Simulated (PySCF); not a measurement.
# Computed properties of C5H7F, SMILES C1=C([C@@H](C)C1)F

C₅H₇F, SMILES C[C@H]1CC=C1F. Coordinates come from a B3LYP-D3(BJ)/def2-SVP optimisation. The structure was generated by enumeration; whether it is a known compound was not checked. One conformer was computed; it need not be the lowest. All values are computed for the isolated molecule unless a solvent is named; none is compared with measurement here.

**Structure.** All 33 harmonic modes at B3LYP-D3(BJ)/def2-SVP (PySCF) are real, so it is a minimum. With heavy atoms numbered as in [CH3:1][C@H:2]1[CH2:3][CH:4]=[C:5]1[F:6], the shortest bond between them is C5–F6 at 1.328 Å and the longest C2–C3 at 1.577 Å.

**Vibrations.** The strongest infrared lines (harmonic, unscaled, degenerate partners summed) lie at 1743 cm⁻¹ (128 km/mol, C 93 %), 1304 cm⁻¹ (56 km/mol, H 52 %, C 45 %), 1382 cm⁻¹ (56 km/mol, C 60 %, H 37 %). The softest mode is at 192 cm⁻¹ and the zero-point energy is 67.2 kcal/mol.

**Electronic structure.** CAM-B3LYP/def2-TZVP (PySCF) places the frontier levels at -8.39 and 1.62 eV, a gap of 10.01 eV, and gives a dipole moment of 1.51 D and a mean polarisability of 57.2 bohr³. PBE/def2-TZVP (PySCF) at the same geometry gives -5.86 and -0.45 eV, so its gap is 4.60 eV narrower. An orbital gap is neither the optical nor the fundamental gap.

**Excitations.** TDA-PBE0/def2-SVPD (PySCF) has S1 at 6.81 eV (182 nm, f = 0.029, weak); the most intense of the 10 singlets computed lies at 7.81 eV (f = 0.15). T1 (TDA) is at 4.36 eV, 2.45 eV under S1. TDA-PBE/def2-SVPD (PySCF) puts S1 at 6.10 eV. No vertical singlet excitation falls in the visible range (under 3.1 eV).

**NMR.** GIAO shifts at PBE0/pcSseg-1 (PySCF) (non-relativistic, atoms alike by connectivity averaged): ¹³C from 20.6 to 168.3 ppm against TMS; ¹H from 1.5 to 5.1 ppm against TMS; ¹⁹F at -88.8 ppm against CFCl3.
